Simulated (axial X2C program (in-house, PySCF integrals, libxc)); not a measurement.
Which molecule has these constants?

Computed with an in-house relativistic program for diatomic molecules, spin-free (one-electron X2C) or two-component (2c: spin–orbit coupling with atomic mean-field Coulomb and Gaunt terms, which also bring small scalar terms), in Dyall basis sets with cores contracted in-house; open shells are unrestricted.

A two-component CCSD(T) calculation in a Dyall 3-zeta basis gave Re = 2.785 Å, ωe = 223.7 cm⁻¹, De = 0.40 eV, Ω = 3/2.

Which molecule is it?
A. LiAs⁺
B. AsH⁺
C. NaAs⁺

A. The others have AsH⁺ 1.531 Å and 2182.3 cm⁻¹ (Ω = 1/2); NaAs⁺ 3.138 Å and 110.9 cm⁻¹ (Ω = 3/2).

Frozen shells (counts by l): LiAs⁺ As 3s2p1d, Li 1s, 5 electrons correlated; AsH⁺ As 3s2p1d, H none, 5 electrons correlated; NaAs⁺ As 3s2p1d, Na 1s, 13 electrons correlated. Coupled cluster in natural virtuals with an MP2 remainder. Where the outer core of a metal is frozen, bonds come out longer and ionisation energies lower.

Each entry is the lowest single determinant of a limited PBE0 search at one distance. De goes to single-determinant-based atoms at the same level (for ions the charge split of lowest energy) and is withheld (n/a) where an atom does not fit its ground term or J level. Main or longest-lived isotopes. One determinant is a doubtful description, or other states lie close, for LiAs⁺, NaAs⁺; these need not be ground states, and all values refer to the states named. With several unpaired electrons the Ω given is that of one determinant, not necessarily of the lowest component.
